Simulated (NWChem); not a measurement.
C3H4F2O; SMILES FC1(F)COC1

```xyz
10

F      0.0000     1.0956    -1.2310
C      0.0000     0.0000    -0.4271
F      0.0000    -1.0956    -1.2310
C      1.0487     0.0000     0.6905
O      0.0000     0.0000     1.6880
C     -1.0487     0.0000     0.6905
H      1.6706    -0.9009     0.7325
H      1.6706     0.9009     0.7325
H     -1.6706     0.9009     0.7325
H     -1.6706    -0.9009     0.7325
```
Atoms are numbered in this order, from 1.

Computed with NWChem. Medium grid unless said otherwise, to which SCAN and Minnesota functionals are sensitive. All runs use the structure optimised with B3LYP/6-31G* (spherical d). Total energies of different functionals are on different scales.

| level | energy (Ha) | highest occupied level (eV) | orbital gap (eV) | dipole (D) |
|---|---|---|---|---|
| PBE/def2-SVP | -390.8794 | -6.08 | 6.52 | 0.13 |
| B3LYP/def2-SVP | -391.2899 | ? | ? | 0.19 |
| BLYP/def2-SVP | -391.2039 | -5.96 | 6.56 | 0.14 |
| Hartree-Fock/def2-SVP | -389.3183 | -12.32 | 17.44 | 0.27 |
| M06-2X/def2-SVP | -391.1406 | -9.55 | 12.10 | 0.22 |
| PBE0/def2-SVP | -390.8904 | -7.87 | 9.43 | 0.19 |

**Question.** Complete the blanks.

**Answer.** 
- B3LYP/def2-SVP, highest occupied level (eV): -7.56
- B3LYP/def2-SVP, orbital gap (eV): 8.87
